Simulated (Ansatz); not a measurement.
`N=C[Si](N)(O)F`. The species carries charge 0 and has multiplicity 1.

Z-matrix (Å, degrees):
```
Si
C 1 1.885
O 1 1.622 2 103.9
N 1 1.687 2 116.7 3 122.2
F 1 1.596 2 105.4 3 -120.5
N 2 1.273 1 115.4 3 1.9
H 2 1.099 1 122.8 3 -178.0
H 3 0.968 1 110.4 2 -7.2
H 4 1.005 1 123.1 2 100.9
H 4 1.005 1 122.0 2 -94.3
H 6 1.021 2 112.7 1 179.9
```

(1) What are the harmonic wavenumbers in cm⁻¹ at PBE0-D4/def2-TZVP (Ansatz, finite differences of forces, unscaled)? (Best estimate.)

(2) Is this a minimum?

(3) Give the ideal-gas thermochemistry at 298.15 K and 1 bar (rigid rotor, harmonic oscillator; point group C1, symmetry number 1).

(4) Rotational constants (cm⁻¹)?

## Answers

(1) Ansatz gave: 99, 163, 180, 213, 248, 306, 321, 328, 435, 543, 681, 686, 789, 833, 934, 975, 1011, 1152, 1197, 1404, 1573, 1681, 3015, 3441, 3638, 3738, 3766.

(2) Yes, all 27 modes are real.

(3) Zero-point energy 199.5 kJ/mol; H(298) − E = 223.1 kJ/mol; entropy 360.4 J/(mol·K), of which translation 167.3, rotation 114.0, vibration 79.1; G(298) − E = 115.6 kJ/mol. Modes under 100 cm⁻¹ are hindered rotations or soft bends, so the harmonic entropy is rough.

(4) 0.1344, 0.07372, 0.07061.
